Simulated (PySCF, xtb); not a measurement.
Mo(NMe)(S)(F)(NH2) (CH5FMoN2S), SMILES C[N]=[Mo]([NH2])([F])=[S], multiplicity 1. Other conformers were not sampled.

Harmonic wavenumbers (cm⁻¹) from GFN2-xTB run with xtb at its own minimum, in rising order: 45, 91, 112, 143, 160, 178, 283, 294, 350, 428, 514, 524, 569, 602, 647, 1074, 1076, 1347, 1392, 1438, 1444, 1454, 2878, 2916, 2935, 3267, 3325.

Problem. What does PBE-D3(BJ)/def2-SVP (PySCF) give at its own minimum? (The exact figures need the calculation; the answer reports its results.)

Solution. 91, 100, 111, 177, 183, 198, 301, 337, 398, 478, 539, 629, 657, 683, 715, 1042, 1051, 1309, 1365, 1383, 1389, 1453, 2922, 3010, 3019, 3461, 3569. Paired by order, the mean absolute difference is 57 cm⁻¹ and the zero-point energies are 42.2 and 43.7 kcal/mol.
